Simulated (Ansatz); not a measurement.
```yaml
crystal:
  periodic: [false, false, false]
  atoms:
    - {symbol: Be, position_ang: [0.336528, 0.002756, 0.230540]}
    - {symbol: Cl, position_ang: [0.049053, 0.226177, 2.157244]}
    - {symbol: Cl, position_ang: [2.028948, -0.209233, -0.737250]}
    - {symbol: O, position_ang: [-0.433385, 1.386199, -0.504990]}
    - {symbol: H, position_ang: [0.222267, 1.815209, -1.081207]}
    - {symbol: H, position_ang: [-0.658871, 2.010204, 0.206134]}
    - {symbol: O, position_ang: [-0.612890, -1.394581, -0.209441]}
    - {symbol: H, position_ang: [-0.906470, -1.822130, 0.613315]}
    - {symbol: H, position_ang: [-0.025190, -2.014601, -0.674336]}
basis:
  gaussian: {orbitals: aug-cc-pVDZ, final_grid: {core_spheres: 8, valence_spheres: 7, degree: 23}}
total_charge: 1
magnetization: {spin_polarized: false, initial_magnetization: 1}
hamiltonian: {xc: {name: BLYP}, dispersion: d3bj}
scf: {omitted_lower_state_checks: [starts]}
output: {forces: true}
```

```sh
$ ansatz run in.yaml --threads 4 --pin off --events-out ev --progress --plain --max-ram 3916MiB
```

Shortened log:

```
Functional definition: BLYP
1437 factors; their error is unknown
mean field evaluation 1: about -29582.9048 eV, gradient 1.1e2 eV
mean field evaluation 2: about -29494.6769 eV, gradient 2.1e2 eV
mean field evaluation 4: about -29600.8136 eV, gradient 1.7e1 eV
mean field evaluation 8: about -29600.8137 eV, gradient 1.7e1 eV
mean field evaluation 16: about -29601.8480 eV, gradient 2.4e-3 eV
mean field -29601.84803350 eV, -1087.8478503780 hartree, gradient 1.2e-6 eV, S^2 0.750000; 0 other end points of the search recorded, 0 dependent functions left out
reference -29601.84844020 eV, -1087.8478653239 hartree; 29, 28 occupied and 130, 131 virtual orbitals, 1437 factors
Total energy: -29602.31810707 eV, -1087.8651252628 hartree
Atom 0 at     0.336528     0.002756     0.230540 Å, force    -1.229962    -0.010129    -0.841478 eV/Å
Atom 1 at     0.049053     0.226177     2.157244 Å, force     0.451533     0.021634     0.478693 eV/Å
Atom 2 at     2.028948    -0.209233    -0.737250 Å, force     0.610605    -0.013268     0.247196 eV/Å
Atom 3 at    -0.433385     1.386199    -0.504990 Å, force     0.262922    -0.888541     0.313916 eV/Å
Atom 4 at     0.222267     1.815209    -1.081207 Å, force     0.046592     0.453685    -0.327808 eV/Å
Atom 5 at    -0.658871     2.010204     0.206134 Å, force    -0.220678     0.512370     0.063533 eV/Å
Atom 6 at    -0.612890    -1.394581    -0.209441 Å, force     0.377593     0.893676     0.124296 eV/Å
Atom 7 at    -0.906470    -1.822130     0.613315 Å, force    -0.282942    -0.455215     0.166484 eV/Å
Atom 8 at    -0.025190    -2.014601    -0.674336 Å, force    -0.015663    -0.514213    -0.224831 eV/Å
Dipole moment:    -0.355883    -0.003064    -0.243087 e Å
Checks for a lower state left out: starts
```

Hardware: 4 threads of Arm Neoverse V2 on a shared host. Wall time 4.7 s.

With spin_polarized false and unpaired electrons the run is restricted open-shell.

The dipole of an ion depends on the origin.
